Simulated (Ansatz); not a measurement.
Basis sets compared for the cluster Al₄B₂. Total charge 0; singlet. Geometry B3LYP-D4/def2-SVP. Ansatz on 4 threads of INTEL XEON PLATINUM 8581C on a shared host; times are rough, and most runs start from earlier orbitals.

```xyz
6

B    -0.2691   -0.2201    0.2034
B     0.5651    0.8912   -0.4838
Al    0.2664   -2.1783   -0.3077
Al    1.8047   -0.3324   -1.5824
Al   -0.5196    2.3979    0.5610
Al   -1.8476   -0.5583    1.6095
```

The structure comes from a short search, and lower isomers may exist.

Binding counts from free atoms (B doublet, Al doublet) in the same basis, without a counterpoise term.

```json
{"level": "PBE-D4/def2-SVP", "functions": "100", "energy (Eh)": "-1018.3694", "HOMO (eV)": "-4.85", "LUMO (eV)": "-3.50", "binding per atom (eV)": "2.90", "wall time": "0.6 s"}
{"level": "PBE-D4/def2-TZVP (with forces)", "functions": "210", "energy (Eh)": "-1018.7624", "HOMO (eV)": "-4.80", "LUMO (eV)": "-3.44", "binding per atom (eV)": "2.87", "wall time": "1.5 s"}
{"level": "r2SCAN-D4/def2-TZVP", "functions": "210", "energy (Eh)": "-1019.2039", "HOMO (eV)": "-4.96", "LUMO (eV)": "-3.49", "binding per atom (eV)": "2.76", "wall time": "2.3 s"}
{"level": "PBE0-D4/def2-SVP", "functions": "100", "energy (Eh)": "-1018.4452", "HOMO (eV)": "-5.58", "LUMO (eV)": "-3.03", "binding per atom (eV)": "2.76", "wall time": "0.85 s"}
{"level": "PBE0-D4/def2-TZVP", "functions": "210", "energy (Eh)": "-1018.8330", "HOMO (eV)": "-5.52", "LUMO (eV)": "-2.95", "binding per atom (eV)": "2.72", "wall time": "2.4 s"}
```

(1) Estimate the rows for PBE-D4/def2-TZVPD, r2SCAN-D4/def2-TZVPD, PBE0-D4/def2-TZVPD.

Answers

(1) 
```csv
level,functions,energy (Eh),HOMO (eV),LUMO (eV),binding per atom (eV),wall time
PBE-D4/def2-TZVPD,246,-1018.7630,-4.81,-3.45,2.87,2 s
r2SCAN-D4/def2-TZVPD,246,-1019.2044,-4.95,-3.49,2.76,3.5 s
PBE0-D4/def2-TZVPD,246,-1018.8334,-5.53,-2.96,2.72,2.9 s
```
